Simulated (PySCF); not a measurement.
Calculation: B3LYP-D3(BJ)/def2-TZVP in PySCF. Isolated molecules, 0 K electronic values unless said otherwise. One relaxed conformer stands for a flexible species; it need not be the lowest. B3LYP has the VWN-RPA correlation part, as in Gaussian. Excitations are Tamm–Dancoff values on a coarser integration grid. The basis has no diffuse functions, so Rydberg states are missing or too high.

Reference species (SMILES): `[OH][Al]([OH])[OH]` (neutral, multiplicity 1).

```yaml
HOMO–LUMO gap: 7.93 eV
S1 oscillator strength: 0.000
S1–T1 gap (TDA): 0.31 eV
S1 excitation (TDA): 6.72 eV
```

Changed species: `[SiH3][Al]([SiH3])[SiH3]` (3 of 3 OH replaced by SiH3; the reference has 0 of 3 OH replaced by SiH3).

Question: Predict the effect on the HOMO–LUMO gap, S1 oscillator strength, S1–T1 gap (TDA) and S1 excitation (TDA).

Answer: the HOMO–LUMO gap falls by 3.59 eV, to 4.34 eV; the S1 oscillator strength stays essentially unchanged; the S1–T1 gap (TDA) increases by 0.20 eV, to 0.51 eV; the S1 excitation (TDA) falls by 3.35 eV, to 3.37 eV.
